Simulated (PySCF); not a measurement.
A structure optimised at B3LYP-D3(BJ)/def2-SVP, used in a PySCF frequency run:

```xyz
16

C      2.5279    -0.4286     0.1707
C      1.4433     0.3532    -0.5706
N      0.1616    -0.3271    -0.5881
B     -1.0113     0.0698     0.0865
C     -2.3402    -0.7969     0.0113
O     -0.9555     1.2442     0.8114
H      2.6902    -1.4188    -0.2884
H      2.2418    -0.5893     1.2223
H      3.4895     0.1100     0.1508
H      1.2941     1.3314    -0.0911
H      1.7808     0.5568    -1.6047
H      0.1528    -1.1979    -1.1069
H     -3.1751    -0.2056    -0.4056
H     -2.6585    -1.1196     1.0189
H     -2.2393    -1.7030    -0.6069
H     -1.7924     1.4574     1.2356
```
Charge 0, spin multiplicity 1.

Task: Write its SMILES and formula.

Result: CCNB(C)O, C₃H₁₀BNO

Task: What are its rotational constants (standard atomic weights)?

Result: 6.6696, 1.8846, 1.6323 GHz
